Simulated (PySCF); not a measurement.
A structure optimised at PBE0-D3(BJ)/def2-SVP, used in a PySCF frequency run:

```xyz
11

B      0.2586     0.5167     0.1821
Cl    -1.0606    -0.3304     1.0436
C      0.6328     0.1423    -1.2917
C      0.4070    -1.3029    -1.7188
H      1.6752     0.4576    -1.4669
H      0.0240     0.8193    -1.9235
H     -0.6389    -1.6066    -1.5624
H      1.0343    -1.9973    -1.1382
H      0.6460    -1.4544    -2.7823
O      0.9003     1.5125     0.8222
H      0.5558     1.6786     1.7072
```

Q: Write its SMILES and formula.

A: CCB(O)Cl, C2H6BClO

Q: What are its rotational constants (standard atomic weights)?

A: 4.7290, 3.0625, 1.9353 GHz
